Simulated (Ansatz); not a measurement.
Consider the ligand exchange at a Ti–F bond: `[OH][Ti]([OH])([F])[F]` + NH₃ → `[NH2][Ti]([OH])([OH])[F]` + H–F.

Calculated with Ansatz (gas phase, PBE0-D4/def2-TZVP geometries, no zero-point term in ΔE). CCSD(T)/CBS adds triple-zeta CCSD(T) − MP2 to the extrapolated MP2 energy (def2 sets, frozen cores). This one scheme is used for every species. Functionals use def2-TZVPP. For Ti outer-core shells are correlated without core-valence functions, which leaves a few kJ/mol of doubt a bond. Scalar relativity is left out up to krypton. One conformer a species, not always the lowest.

```csv
level,ΔE (kcal/mol),difference from CCSD(T)/CBS
LDA (SPW92),25.0,2.4
PBE-D4,26.0,3.4
PBE0-D4,25.1,2.5
CAM-B3LYP-D4,26.5,3.9
BLYP,28.0,5.4
CAM-B3LYP,27.3,4.7
LC-ωPBE,27.7,5.1
CCSD(T)/def2-SVP,27.8,5.2
HF/def2-QZVPP,27.8,5.2
SCS-MP2/def2-QZVPP,23.8,1.2
CCSD(T)/CBS,22.6,0
```

Largest T1 diagnostic among the species: 0.024, so the coupled-cluster value is less sure than usual.

From PBE to PBE0 (25 % exact exchange), in def2-TZVPP and without D4, ΔE moves by −1.1 kcal/mol. Leaving LDA and LC-ωPBE aside and taking each functional with its dispersion term where it has one, the values, not all of them listed here, spread over 3.5 kcal/mol, from PBE-QIDH to B97M-V. LDA lies −2.0 kcal/mol from PBE without D4. At CCSD(T), def2-SVP lies +5.2 kcal/mol from the extrapolated value and def2-TZVPP +1.5 kcal/mol.
